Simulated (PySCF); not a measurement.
An element was calculated at PBE (PySCF 2.14, spin-free X2C, a triple-zeta basis, no spin-orbit coupling), in the ground configurations that NIST lists.

| Property | Result |
| --- | --- |
| electron affinity | 1.424 eV |
| first ionisation energy | 7.264 eV |
| second ionisation energy | 14.211 eV |
| third ionisation energy | 30.673 eV |
| polarisability of the atom | 61.9 bohr³ |

Which element is it?

Tin (Sn, Z = 50), in aug-cc-pVTZ-DK3. NIST lists 7.344, 14.633, 30.506 eV for these ionisation energies.
